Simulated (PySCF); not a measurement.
CrF4, SMILES [F][Cr-]([F])([F])[F] (connectivity only; charge and spin as stated), charge -1, multiplicity 4.

Coordinates come from a B3LYP-D3(BJ)/def2-SVPD optimisation. A frequency run showed that this geometry is not a minimum. The multiplicity is an assumed one; other spin states were not compared.

Calculation: B3LYP/def2-SVPD in PySCF.

Gas-phase values at a fixed geometry.

Computed frontier levels, dipole moment and polarisability:
```
Item                                                                Value
------------------------------------------------  -----------------------
α spin, highest occupied and lowest empty level         -2.04 and 1.96 eV
β spin, highest occupied and lowest empty level         -5.15 and 3.11 eV
dipole moment about the centre of nuclear charge                   0.00 D
mean static polarisability                           38.9 bohr³ (5.76 Å³)
polarisability, principal values                   37.3, 37.3, 42.0 bohr³
⟨S²⟩                                              3.764 (pure state 3.75)
```
